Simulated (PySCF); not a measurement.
## Ca(13+) (calcium, charge +13) across methods

[He] 2s2 2p3, high-spin 4S determinant. Computed with PySCF 2.14 in an uncontracted even-tempered set (18 s from 2.1 bohr⁻², ratio 2.2; 11 p from 2.7 bohr⁻², ratio 2.2; 6 d from 13 bohr⁻², ratio 2.4; 5 f from 19 bohr⁻², ratio 2.4; 5 g from 29 bohr⁻², ratio 2.4), with no relativity, point nucleus.

```json
{"method": "PBE", "E (hartree)": "-567.956", "mean ε 2s α (eV)": "-840.61", "mean ε 2s β (eV)": "-820.21", "mean ε 2p α (eV)": "-782.19", "Σ⟨r²⟩ (bohr²)": "0.6111", "⟨S²⟩": "3.750"}
{"method": "LDA", "E (hartree)": "-566.361", "mean ε 2s α (eV)": "-838.58", "mean ε 2s β (eV)": "-818.71", "mean ε 2p α (eV)": "-781.45", "Σ⟨r²⟩ (bohr²)": "0.6123", "⟨S²⟩": "3.750"}
{"method": "B3LYP", "E (hartree)": "-568.105", "mean ε 2s α (eV)": "-850.35", "mean ε 2s β (eV)": "-825.86", "mean ε 2p α (eV)": "-790.33", "Σ⟨r²⟩ (bohr²)": "0.6107", "⟨S²⟩": "3.750"}
{"method": "PBE0", "E (hartree)": "-568.014", "mean ε 2s α (eV)": "-852.89", "mean ε 2s β (eV)": "-826.76", "mean ε 2p α (eV)": "-792.05", "Σ⟨r²⟩ (bohr²)": "0.6105", "⟨S²⟩": "3.750"}
{"method": "BP86", "E (hartree)": "-568.201", "mean ε 2s α (eV)": "-840.80", "mean ε 2s β (eV)": "-820.98", "mean ε 2p α (eV)": "-782.30", "Σ⟨r²⟩ (bohr²)": "0.6103", "⟨S²⟩": "3.750"}
{"method": "UHF", "E (hartree)": "-567.97235", "mean ε 2s α (eV)": "-888.71", "mean ε 2s β (eV)": "-844.18", "mean ε 2p α (eV)": "-820.63", "Σ⟨r²⟩ (bohr²)": "0.6093", "⟨S²⟩": "3.750"}
{"method": "r2SCAN", "E (hartree)": "-568.149", "mean ε 2s α (eV)": "-847.64", "mean ε 2s β (eV)": "-821.49", "mean ε 2p α (eV)": "-786.75", "Σ⟨r²⟩ (bohr²)": "0.6098", "⟨S²⟩": "3.750"}
```
